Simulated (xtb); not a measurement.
xtb input:

```bash
xtb mol.xyz --gfn 2 --sp --chrg -1 --uhf 0
```
mol.xyz:
```
5

Si    -1.39887271    -0.16414786     0.47656893
Ge     0.71829352     0.06818890    -0.28933928
H     -2.04104576     0.15862180     1.79913044
H     -2.52328256    -0.73141747    -0.34729843
H      1.16315373     0.68882081     1.13506005
```

Which total energy does the run end on?

-5.30496 Eh (GFN2-xTB).

It need not be the lowest isomer of its formula. Whether it binds its extra electron was not tested at this geometry.
